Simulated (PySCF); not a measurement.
Vertical excitations of a molecule C₅H₇F from TDA-CAM-B3LYP/def2-SVPD (PySCF), as energy in eV (oscillator strength): 6.95 (0.143), 7.29 (0.257), 7.39 (0.034), 7.64 (0.058), 7.95 (0.441), 8.06 (0.199), 8.24 (0.016), 8.34 (0.087), 8.35 (0.046), 8.39 (0.024). Lowest triplet (TDA): 4.35 eV. Geometry: PBE0-D3(BJ)/def2-SVP. The values are those of a single conformer.

Q: Which structure fits?
A) F[C@H]1C=CCC1
B) C=C1CC[C@@H]1F
C) C[C@@H]1C=C[C@@H]1F
D) C=CCC(=C)F

A: D, C=CCC(=C)F
